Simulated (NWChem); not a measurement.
Species: C3H3 cation

```xyz
6

C      0.0000     0.0000    -1.3386
C      0.0000     0.0000    -0.1033
C      0.0000     0.0000     1.2447
H      0.0000     0.0000    -2.4259
H      0.0000     0.9468     1.8079
H      0.0000    -0.9468     1.8079
```
Atoms are numbered in this order, from 1.

Program: NWChem. Pople sets run with spherical d functions. The geometry was optimised at PBE0/def2-SVP. Atomic charges in e: unrestrained fits to the electrostatic potential beside Mulliken populations; buried atoms are poorly determined by the fit.

For level Hartree-Fock/6-31G*:

| Property | Result |
|---|---|
| Mulliken C2 | 0.09 |
| Mulliken C3 | -0.18 |

Task: How do the values read with level B3LYP/def2-SVP instead?

Result: 
| Item | Result |
|---|---|
| Mulliken C2 | 0.30 |
| Mulliken C3 | 0.13 |
